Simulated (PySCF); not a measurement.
Predicted microwave data (PBE0-D3(BJ)/def2-SVP geometry optimisation, gas phase in PySCF) for one isomer of C2H5FGeSi:

| Item | Value |
| --- | --- |
| Rotational constants | A = 5448, B = 1285, C = 1067 MHz |
| Dipole components | \|μa\| = 1.15 D, \|μb\| = 0.76 D, \|μc\| = 0.00 D |
| Inertial defect | -12.38 u·Å² |
| κ | -0.90 |

Question: Which structure is it? (One computed conformer of each.)
A. `F[SiH2]C#[C][GeH3]`
B. `[CH:1]#[C:2][GeH2:3][SiH2:4][F:5]` with C2–Ge3–Si4–F5 179°
C. `[F][GeH2][C]#C[SiH3]`

Answer: B. It is C#[C][GeH2][SiH2]F, a near-prolate asymmetric top, point group Cs. The candidates at the same level (rigid rotor, commonest isotopes):

```
              SMILES  A (MHz)  B (MHz)  C (MHz)  μa (D)  μb (D)  μc (D)  Δ (u·Å²)  point group                        rotor
  F[SiH2]C#[C][GeH3]    13162    596.7    579.0    1.65    1.09    0.00    -12.51            –                            –
[F][GeH2][C]#C[SiH3]     9864    748.1    707.7    0.97    1.88    0.00    -12.68            –  near-prolate asymmetric top
  C#[C][GeH2][SiH2]F     5448     1285     1067    1.15    0.76    0.00    -12.38           Cs  near-prolate asymmetric top
```

`[F][GeH2][C]#C[SiH3]` has A 81 % too high; `F[SiH2]C#[C][GeH3]` has A 142 % too high. In the right answer the mirror of this Cs structure is the ab plane, so μc vanishes by symmetry (the 0.01 D computed is a residue). No structure here is proved a minimum.
